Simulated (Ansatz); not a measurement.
Ansatz (an electronic-structure program) input:
A basis named .json is the Basis Set Exchange file of that set.

Ansatz 0.2 input:
```yaml
crystal:
  periodic: [false, false, false]
  atoms:
    - {symbol: Mo, position_ang: [-0.00000000, -0.00000000, -0.03962015]}
    - {symbol: H, position_ang: [0.00000000, 0.00000000, 1.66404644]}
basis:
  gaussian:
    orbitals: def2-QZVPP.json
hamiltonian:
  xc: pbe
magnetization: {spin_polarized: true, initial_magnetization: 3}
correlation: {method: rpa, electrons: outside_noble_gas}
```

Q: Which total energy does the run end on?

A: -68.31107 Eh (RPA@PBE/def2-QZVPP). The basis has 111 functions.

The spin state was set by rule; other spins were not relaxed.

The determinant is spin-contaminated: <S^2> is 4.74 against 3.75 for a pure state.
